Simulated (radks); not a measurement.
Problem. The zirconium ion Zr14+, configuration [Ar] 3d8. Calculated with a radial shooting solver on a logarithmic mesh with Libxc functionals: scalar-relativistic Kohn-Sham, PBE, spin-polarised, spherical densities, finite nucleus; open shells are filled with parallel spins first (spin-orbit coupling, left out, can overturn this in heavy ions); Fermi nuclear charge, rms radius 4.2694 fm. Some entries of the table are withheld. Estimate them.

| orbital | occ. | eigenvalue (hartree) | <r> (bohr) | r(max) (bohr) |
|---|---|---|---|---|
| 1s up | 1 | -668.2431 | 0.03707 | 0.02414 |
| 1s down | 1 | -668.2426 | 0.03707 | 0.02414 |
| 2s up | 1 | -103.8032 | 0.1624 | 0.1369 |
| 2s down | 1 | -103.6848 | 0.1623 | 0.1368 |
| 2p up | 3 | (1) | 0.1415 | 0.1094 |
| 2p down | 3 | (2) | 0.1414 | 0.1094 |
| 3s up | 1 | -26.87093 | 0.4454 | 0.4023 |
| 3s down | 1 | -26.71505 | 0.4462 | 0.4026 |
| 3p up | 3 | -23.66034 | 0.4445 | 0.3946 |
| 3p down | 3 | -23.50276 | 0.4455 | 0.3950 |
| 3d up | 5 | -18.49486 | 0.4208 | 0.3350 |
| 3d down | 3 | -18.31700 | 0.4224 | 0.3360 |

Solution. 
(1) 2p up eigenvalue (hartree): -94.00766
(2) 2p down eigenvalue (hartree): -93.91914
